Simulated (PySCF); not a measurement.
# `S=CC1=CC2=CC=CC2=C1`, C9H6S

Molfile (atoms numbered from 1):
```
C9H6S
     RDKit          3D

 16 17  0  0  0  0  0  0  0  0999 V2000
    3.9926    0.1728    1.0683 S   0  0  0  0  0  0  0  0  0  0  0  0
    2.9938   -0.2205   -0.1798 C   0  0  0  0  0  0  0  0  0  0  0  0
    1.5947   -0.1341   -0.1421 C   0  0  0  0  0  0  0  0  0  0  0  0
    0.7169   -0.4522   -1.1622 C   0  0  0  0  0  0  0  0  0  0  0  0
   -0.6056   -0.2107   -0.6807 C   0  0  0  0  0  0  0  0  0  0  0  0
   -1.9291   -0.2589   -1.0087 C   0  0  0  0  0  0  0  0  0  0  0  0
   -2.6869    0.1939    0.1451 C   0  0  0  0  0  0  0  0  0  0  0  0
   -1.8479    0.5134    1.1610 C   0  0  0  0  0  0  0  0  0  0  0  0
   -0.4949    0.2737    0.6901 C   0  0  0  0  0  0  0  0  0  0  0  0
    0.8087    0.3258    1.0295 C   0  0  0  0  0  0  0  0  0  0  0  0
    3.4450   -0.5733   -1.1025 H   0  0  0  0  0  0  0  0  0  0  0  0
    0.9819   -0.8151   -2.1382 H   0  0  0  0  0  0  0  0  0  0  0  0
   -2.3706   -0.5690   -1.9393 H   0  0  0  0  0  0  0  0  0  0  0  0
   -3.7596    0.2562    0.1603 H   0  0  0  0  0  0  0  0  0  0  0  0
   -2.1142    0.8761    2.1356 H   0  0  0  0  0  0  0  0  0  0  0  0
    1.2673    0.6308    1.9522 H   0  0  0  0  0  0  0  0  0  0  0  0
  1  2  2  0
  2  3  1  0
  3  4  2  0
  4  5  1  0
  5  6  2  0
  6  7  1  0
  7  8  2  0
  8  9  1  0
  9 10  2  0
 10  3  1  0
  9  5  1  0
  2 11  1  0
  4 12  1  0
  6 13  1  0
  7 14  1  0
  8 15  1  0
 10 16  1  0
M  END
```

The calculation used PySCF 2.14.0, TDDFT PBE0/def2-SVPD excited states, vertical, gas phase. Geometry: GFN2-xTB.

**Question.** How strongly do the lowest singlets absorb one photon, and two photons of half the energy?

**Answer.** δ for parallel linear polarisation; σ at the peak of a Lorentzian of half width 0.1 eV, single beam; Ω is circular over linear.
```csv
state,E (eV),f,photon λ (nm),δ (au),σ (GM),Ω,main
S1,1.37,0.016,1808,28.4,0.02,1.43,HOMO→LUMO 0.95
S2,1.47,0.000,1683,1.35,0.00,1.50,HOMO−1→LUMO 0.96
S3,2.71,0.000,915,16.1,0.04,1.49,HOMO−1→LUMO+1 0.96
S4,3.33,0.054,744,1730,7.04,0.79,"HOMO→LUMO+1 0.61, HOMO−3→LUMO 0.22"
S5,3.71,0.106,668,579,2.92,0.71,"HOMO−2→LUMO 0.67, HOMO−3→LUMO 0.26"
```

Among these, the strongest one-photon state is S5, the strongest two-photon state S4, with a dipole change of 0.5 D (relaxed, norm of the difference vector). Half the energy of S3, S4, S5 comes within 0.4 eV of the allowed S1 or passes it, which inflates δ.
